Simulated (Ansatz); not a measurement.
Cartesian coordinates in Å:
```
C -0.1504 1.1090 2.1641
C 0.0141 0.2553 1.1598
C -1.1011 -0.5871 0.6177
C -1.2693 -0.3728 -0.8865
C 0.0444 -0.5874 -1.6245
C 1.1453 0.3019 -1.0644
C 1.3182 0.0890 0.4394
H 0.6696 1.7193 2.5281
H -1.1091 1.2220 2.6593
H -2.0324 -0.3748 1.1485
H -0.8634 -1.6454 0.7935
H -2.0408 -1.0440 -1.2752
H -1.6209 0.6504 -1.0625
H -0.0872 -0.3985 -2.6940
H 0.3452 -1.6385 -1.5280
H 2.0912 0.1107 -1.5797
H 0.8909 1.3524 -1.2476
H 2.0687 0.7711 0.8463
H 1.6869 -0.9327 0.6055
```

Total charge 0; spin multiplicity 1.

(1) List the PBE/def2-TZVPP orbital energies in eV (Ansatz). (Best estimate.)

## Answers

(1) Computed: Occupied: -268.95, -268.78, -268.78, -268.76, -268.76, -268.73, -268.33, -20.86, -18.88, -18.40, -16.45, -15.04, -14.11, -12.79, -11.61, -11.08, -10.69, -10.18, -10.11, -9.23, -9.23, -8.56, -8.03, -7.87, -7.48, -7.14, -5.86. Lowest empty: -0.56, 0.59, 1.17, 1.29, 1.45, 2.11, 2.17, 2.26.
